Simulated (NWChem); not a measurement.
AlNH2F2; SMILES [NH2][Al]([F])[F]

```xyz
6

Al    -0.0004    -0.0353     0.0000
F     -1.4295    -0.8694     0.0000
F      1.4099    -0.9007     0.0000
N      0.0195     1.7134     0.0000
H      0.8593     2.2796     0.0000
H     -0.8066     2.2995     0.0000
```
Atoms are numbered in this order, from 1.

Program: NWChem. Pople sets run with spherical d functions. Structure relaxed at the PBE0/def2-SVP level. GIAO values for the isolated, static molecule; σ is the absolute isotropic shielding, δ = σ(reference) − σ with the isolated reference molecule computed at the same levels (19F: trichlorofluoromethane, 1H: tetramethylsilane, 15N: ammonia).

What does the run give for B3LYP/6-31G*? Quantities: σ Al1 (ppm); δ F2 (ppm); δ N4 (ppm); δ H5 (ppm).


```yaml
"σ Al1 (ppm)": 509.0
"δ F2 (ppm)": -175.5
"δ N4 (ppm)": -5.0
"δ H5 (ppm)": -0.37
```
